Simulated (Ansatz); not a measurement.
`N#[C][Ge]([F])([Cl])[Cl]` + H–F → `[F][Ge]([F])([Cl])[Cl]` + `C#N` at 600 K and 1 bar (ligand exchange at a Ge–C bond).

Program: Ansatz. Geometries: PBE0-D4/def2-TZVP. ΔE: electronic, gas phase. CBS: MP2 limit from def2 TZ/QZ plus the TZ coupled-cluster correction, frozen cores. This one scheme is used for every species. For Ge outer-core shells are correlated without core-valence functions, which leaves a few kJ/mol of doubt a bond. Scalar relativity is left out up to krypton.

```
                   species  CCSD(T)/CBS energy (Eh)  H − E (kJ/mol)  S (J/(mol·K))
`N#[C][Ge]([F])([Cl])[Cl]`              -3188.31577            92.7          453.1
                       H–F               -100.39570            42.3          194.0
  `[F][Ge]([F])([Cl])[Cl]`              -3195.41116            68.9          408.4
                     `C#N`                -93.32098            64.3          228.4
```

H − E and S are ideal-gas, rigid-rotor, harmonic terms from PBE0-D4/def2-TZVP. 1 Eh = 2625.50 kJ/mol, R = 8.31446 J/(mol·K).

**Question.** By hand: ΔE, ΔH, ΔS and ΔG.

**Answer.** ΔE = (-3195.41116) + (-93.32098) − (-3188.31577) − (-100.39570) = -0.02067 Eh = -54.3 kJ/mol. Δ(H − E) = 68.9 + 64.3 − 92.7 − 42.3 = -1.8, so ΔH = -56.1 kJ/mol. ΔS = 408.4 + 228.4 − 453.1 − 194.0 = -10.3 J/(mol·K). ΔG = -56.1 − 600 × (-10.3)/1000 = -49.9 kJ/mol.

**Question.** By hand: the equilibrium constant, and the temperature at which ΔG would vanish if ΔH and ΔS stayed fixed.

**Answer.** log₁₀ K = −ΔG/(RT ln 10) = 4.3. ΔG = 0 at ΔH/ΔS = 5447 K, far beyond where these terms or the molecules hold.

The number of gas molecules stays the same, so ΔS is small and ΔH decides. A doubt of 5 kJ/mol in ΔE shifts log₁₀ K by 0.4 here. These are equilibria of isolated gas molecules and say nothing of rates. Largest T1 diagnostic: 0.014 (customary marks: 0.02 for closed shells, 0.045 for open ones).
